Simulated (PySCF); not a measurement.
Species: phenyl formate, C7H6O2.
Geometry (PBE0-D3(BJ)/def2-SVP, Å), atoms numbered from 1 in this order:
```
atom  x, y, z in Å
O1     2.1070   -0.5729    1.1430
C2     2.3124   -0.4709   -0.0259
O3     1.3795   -0.3013   -0.9811
C4     0.0496   -0.2353   -0.5925
C5    -0.6858   -1.4083   -0.4629
C6    -2.0344   -1.3278   -0.1241
C7    -2.6344   -0.0862    0.0811
C8    -1.8824    1.0799   -0.0525
C9    -0.5326    1.0107   -0.3896
H10    3.3080   -0.4999   -0.5146
H11   -0.1979   -2.3702   -0.6307
H12   -2.6200   -2.2443   -0.0205
H13   -3.6925   -0.0273    0.3457
H14   -2.3489    2.0549    0.1068
H15    0.0740    1.9112   -0.5021
```

Theory: PBE0-D3(BJ)/def2-SVP geometry optimisation, gas phase (PySCF 2.14.0).

Take the most abundant isotopes and a rigid rotor. The values belong to one conformer with, in the numbering `[O:1]=[CH:2][O:3][c:4]1[cH:5][cH:6][cH:7][cH:8][cH:9]1`, O1–C2–O3–C4 0°, C2–O3–C4–C5 -87°.

Q: Give the principal moments of inertia and the rotational constants in MHz.

A: Ia = 131.92, Ib = 431.89, Ic = 478.40 u·Å²; 505379 MHz·u·Å²/I gives A = 3831, B = 1170, C = 1056 MHz.

Q: What kind of rotor is it?

A: A near-prolate asymmetric top. Ray's parameter κ = (2B − A − C)/(A − C) = -0.918; −1 is the prolate and +1 the oblate limit.

Q: Is it planar, by Δ = Ic − Ia − Ib?

A: Not planar: Δ = Ic − Ia − Ib = -85.40 u·Å². For a rigid frame Δ = −2 Σ m c², so Σ m c² = 42.70 u·Å² lies off the ab plane: 1.41 from hydrogen and 41.29 from heavier atoms. The atom farthest from that plane is 1.16 Å away.

Q: Predict some low-J microwave lines.

A: The dipole components are |μa| = 0.89 D, |μb| = 0.15 D, |μc| = 1.26 D. The squared components, which scale the intensities, stand as 0.50 : 0.02 : 1.00 (a : b : c). Some lines, for components of 0.1 D or more:

```
type  branch         J(Ka,Kc)    MHz  lower level (cm⁻¹)
   a       Q  5(1,4) ← 5(1,5)   1705               1.175
   c       Q  4(1,4) ← 4(0,4)   2193               0.741
   c       Q  3(1,3) ← 3(0,3)   2392               0.445
   b       R  1(1,1) ← 0(0,0)   4887               0.000
   c       R  1(1,0) ← 0(0,0)   5001               0.000
   a       R  3(2,1) ← 2(2,0)   6694               0.586
   b       R  2(1,2) ← 1(0,1)   7000               0.074
   c       Q  2(2,1) ← 2(1,1)   7983               0.319
   a       R  4(1,4) ← 3(1,3)   8672               0.525
   a       R  4(3,2) ← 3(3,1)   8913               1.262
   a       R  4(2,2) ← 3(2,1)   8939               0.809
   a       R  5(2,4) ← 4(2,3)  11125               1.105
   b       R  2(2,0) ← 1(1,1)  12667               0.163
   b       Q  5(3,2) ← 5(2,3)  13498               1.480
   c       Q  4(3,2) ← 4(2,2)  13547               1.107
   b       Q  3(3,0) ← 3(2,1)  13573               0.809
   b       Q  5(4,1) ← 5(3,2)  19012               1.931
   b       Q  5(4,2) ← 5(3,3)  19014               1.931
   b       R  4(3,2) ← 3(2,1)  22486               0.809
   b       R  4(3,1) ← 3(2,2)  22505               0.808
   c       Q  5(5,1) ← 5(4,1)  24452               2.565
   c       R  5(3,2) ← 4(2,2)  24694               1.107
   b       R  5(3,2) ← 4(2,3)  24747               1.105
   b       R  4(4,1) ← 3(3,0)  27931               1.262
   c       R  4(4,0) ← 3(3,0)  27931               1.262
   c       R  5(5,1) ← 4(4,1)  35593               2.193
```

Not checked by PBE0-D3(BJ)/def2-SVP frequencies. Zero-point vibration and centrifugal distortion are left out.
